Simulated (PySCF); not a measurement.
Compound: C4H7B.
SMILES: `B[C@@H]1CC1=C`

The closed-shell ground state was solved at several levels (PySCF, density fitting, gas phase, non-relativistic). Geometry: PBE0-D3(BJ)/def2-SVP, one conformer, isolated molecule.

| level | basis functions | HOMO (eV) | LUMO (eV) | gap (eV) | dipole (D) |
| --- | --- | --- | --- | --- | --- |
| KT2/pcSseg-2 | 278 | -6.55 | -2.17 | 4.38 | 1.23 |
| PBE0/6-31G* | 84 | -7.40 | -0.78 | 6.62 | 1.21 |
| PBE0/cc-pVDZ | 105 | -7.55 | -1.05 | 6.50 | 1.17 |
| OPBE/pcSseg-2 | 278 | -6.53 | -2.03 | 4.50 | 1.24 |
| PBE0/aug-cc-pVDZ | 178 | -7.63 | -1.23 | 6.40 | 1.14 |

(1) Estimate the row for HF/def2-SVPD, a basis of 156 functions; the other rows only guide the guess.

(2) Over all these levels, which gives the widest orbital gap and which the narrowest?

(3) How much does the basis alone move the frontier levels among the 3 PBE0 rows?

(4) How far do the dipole and the HOMO energy spread over the levels?

Answers

(1) HOMO -10.08 eV, LUMO 2.10 eV, gap 12.18 eV, dipole 0.93 D.

(2) HF/def2-SVPD (Hartree–Fock, all exact exchange) has the widest, 12.18 eV, and KT2/pcSseg-2 (GGA) the narrowest, 4.38 eV. Functional and basis both differ between the two, so the spread mixes both effects.

(3) The HOMO by 0.23 eV and the LUMO by 0.45 eV. By rising basis size (HOMO, LUMO in eV): 6-31G* -7.40, -0.78; cc-pVDZ -7.55, -1.05; aug-cc-pVDZ -7.63, -1.23.

(4) The dipole runs from 0.93 to 1.24 D (mean 1.15 D) and the HOMO from -10.08 to -6.53 eV.
